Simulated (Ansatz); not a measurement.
Task: Name a neutral molecule of Ge, O, Si and H with HOMO–LUMO gap (PBE0/def2-TZVPP) between 5.85 and 6.15 eV and HOMO energy (PBE0/def2-TZVPP) between -7.00 and -6.70 eV (Ansatz, PBE0-D4/def2-TZVP geometry).

Result: `O[SiH]1[O][GeH2]1` (5.95 eV, -6.83 eV). Other molecules can fit too; these were computed, each in one conformer that needn't be the lowest.
